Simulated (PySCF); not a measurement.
## ²⁹Si chemical shifts

Theory: geometry from GFN2-xTB, NMR shieldings at PBE0/pcSseg-1/GIAO, in PySCF (one computed conformer, isolated molecule, one averaged value for each set of equivalent atoms, non-relativistic Hamiltonian).

Shieldings were converted by a linear fit to measured shifts: ²⁹Si: δ = 279.94 − 0.822σ (rms 8.9 ppm, 72 shifts, 25.8 ppm with the 6 outliers that the fit left out vs TMS, solution or neat liquid). A few per cent of atoms miss by over 2 rms, more outside the fitted compound classes.

(1) Give the ²⁹Si shifts of `C=C[C@H](C)O[SiH2]C#N`, `CCO[SiH2]/C=C/C#N`.

(2) Order these by ²⁹Si shift, lowest first.
A. CNCCN[Si@](C)(N)O
B. ClC(Cl)(Cl)C1[SiH2]C[SiH2]1
C. [SiH3]CCc1cocn1
D. COC[C@]1(C#N)C[SiH2]1
E. CC/C(C)=N\N[SiH3]

Answers

(1) 
```csv
compound,environment,δ (ppm)
C=C[C@H](C)O[SiH2]C#N,"silicon bonded to C, O, 2 H",-59.2
CCO[SiH2]/C=C/C#N,"silicon bonded to C, O, 2 H",-35.5
```

(2) D (-108.6 ppm, silicon bonded to 2 C, 2 H, in a 3-membered ring), C (-65.8 ppm, silicon bonded to C, 3 H), E (-55.2 ppm, silicon bonded to N, 3 H), B (-34.1 ppm, silicon bonded to 2 C, 2 H, in a 4-membered ring), A (-24.0 ppm, silicon bonded to C, 2 N, O).
